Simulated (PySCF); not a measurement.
ClK, charge -1, doublet, at the geometry of the source list (a state made from the parent by changing its charge; the spin is typed, not shown lowest) (in this run its highest filled SCF level lies above zero, so its values depend strongly on the basis, on diffuse functions most of all). Base run: M062X/3-21G (PySCF).

Here is a job for PySCF.
```python
from pyscf import gto, scf, dft

mol = gto.Mole()
mol.atom = '''
    K    -0.79280000   -0.70020000   -0.74460000
    Cl    0.79280000    0.70020000    0.74460000
'''
mol.basis = '3-21g'
mol.charge = -1
mol.spin = 1
mol.verbose = 4
mol.build()

mf = dft.UKS(mol)
mf.xc = 'm062x'
mf.kernel()
```

Variants of this job, named by their change:

```tsv
change	ΔE vs base (mEh)	fitting functions	outcome
base	0.000	-	converged
auxbasis = cc-pvtz-ri	-	-	input refused
auxbasis = def2-tzvp-ri	-615.2	211	converged
auxbasis = cc-pvtz-jkfit	-	-	input refused
auxbasis = even-tempered beta=2.0	0.208	219	converged
auxbasis = even-tempered beta=3.0	-6.652	141	converged
only_dfj = on; auxbasis = def2-universal-jfit	-2.443	107	converged
auxbasis = def2-svp-ri	-8445.2	122	converged
auxbasis = cc-pvdz-jkfit	-	-	input refused
auxbasis = def2-universal-jkfit	0.073	288	converged
```

A fitting set is made for a task (jfit for Coulomb, jkfit for Coulomb and exchange, ri for correlation) and for a family of orbital bases.

Open shells are given as the SCF converged; they aren't shown to be the lowest states, and a large step between rows can be another state.

- auxbasis = cc-pvtz-ri: ended with `pyscf.lib.exceptions.BasisNotFoundError: Basis set not found for K in cc-pvtz-ri`
- auxbasis = cc-pvtz-jkfit: ended with `pyscf.lib.exceptions.BasisNotFoundError: Basis set not found for K in cc-pvtz-jkfit`
- auxbasis = cc-pvdz-jkfit: ended with `pyscf.lib.exceptions.BasisNotFoundError: Basis set not found for K in cc-pvdz-jkfit`
